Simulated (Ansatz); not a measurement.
A single point on ClFGaH3O2Si (`O[Si](O)(F)[GaH][Cl]`).

```yaml
crystal:
  periodic: [false, false, false]
  atoms:
    - {symbol: O, position_ang: [1.652563, -0.590796, -0.101936]}
    - {symbol: Si, position_ang: [0.022397, -0.658193, -0.137787]}
    - {symbol: O, position_ang: [-0.452285, -1.690150, 1.023565]}
    - {symbol: F, position_ang: [-0.433943, -1.194095, -1.575223]}
    - {symbol: Ga, position_ang: [-0.991275, 1.496008, 0.160892]}
    - {symbol: Cl, position_ang: [0.333788, 3.013377, -0.646207]}
    - {symbol: H, position_ang: [2.095443, 0.026009, -0.688459]}
    - {symbol: H, position_ang: [0.082912, -2.467924, 1.197901]}
    - {symbol: H, position_ang: [-2.309589, 2.065763, 0.767255]}
basis:
  gaussian: {orbitals: def2-TZVPP}
hamiltonian: {xc: pbe}
correlation: {method: rpa}
```

```sh
$ ansatz run in.yaml --threads 4 --pin off --events-out ev --progress --plain --max-ram 10444MiB
```

Shortened log:

```
Functional definition: PBE
1667 factors; integrals over basis functions are off by at most 1.1e-3 eV
mean field evaluation 1: about -79610.3737 eV, gradient 9.7e1 eV
mean field evaluation 2: about -79610.3666 eV, gradient 9.7e1 eV
mean field evaluation 4: about -79620.4418 eV, gradient 3.6e1 eV
mean field evaluation 8: about -79624.1890 eV, gradient 5.6e-1 eV
mean field evaluation 16: about -79624.1883 eV, gradient 1.6e-3 eV
mean field -79624.18833709 eV, -2926.1349501749 hartree, gradient 8.2e-7 eV, S^2 0.000000; 0 other end points of the search recorded, 0 dependent functions left out
22 core orbitals not correlated: weight in the atoms' cores, before any rotation towards them, 1.000 or more for the frozen orbitals, at most 0.000 for the correlated occupied ones
reference -79535.78541685 eV, -2922.8862027775 hartree; 23, 23 occupied and 222, 222 virtual orbitals, 1667 factors
Total energy: -79588.23439132 eV, -2924.8136670383 hartree
```

Hardware: 4 threads of an Arm Neoverse V2 on a shared host. Wall time 7 s, peak host memory 0.68 GiB.
